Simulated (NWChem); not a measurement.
Molecule: benzenedithiol (C6H6S2); SMILES c1c(ccc(S)c1)S

```xyz
14

S      3.1940     0.0000    -0.0852
C      1.4093     0.0000    -0.0037
C      0.6972     0.0000     1.2008
C     -0.6972     0.0000     1.2008
C     -1.4093     0.0000    -0.0037
S     -3.1940     0.0000    -0.0852
C     -0.6957     0.0000    -1.2101
C      0.6957     0.0000    -1.2101
H      3.4163     0.0000     1.2448
H      1.2240     0.0000     2.1513
H     -1.2240     0.0000     2.1513
H     -3.4163     0.0000     1.2448
H     -1.2278     0.0000    -2.1575
H      1.2278     0.0000    -2.1575
```
Atoms are numbered in this order, from 1.

Program: NWChem. Pople sets run with spherical d functions. Structure relaxed at the B3LYP/6-31G* (spherical d) level. GIAO values for the isolated, static molecule; σ is the absolute isotropic shielding, δ = σ(reference) − σ with the isolated reference molecule computed at the same levels (13C: tetramethylsilane, 1H: tetramethylsilane).

For level Hartree-Fock/6-31G*:

- σ S1 (ppm): 587.7
- δ C2 (ppm): 131.9
- δ C3 (ppm): 126.3
- δ C7 (ppm): 126.7
- δ H9 (ppm): 3.04
- δ H10 (ppm): 6.91
- δ H13 (ppm): 7.25

Task: Estimate the same quantities for level B3LYP/6-311G**.

Result: σ S1 (ppm): 479.9
δ C2 (ppm): 140.3
δ C3 (ppm): 132.3
δ C7 (ppm): 130.7
δ H9 (ppm): 3.49
δ H10 (ppm): 6.75
δ H13 (ppm): 6.92
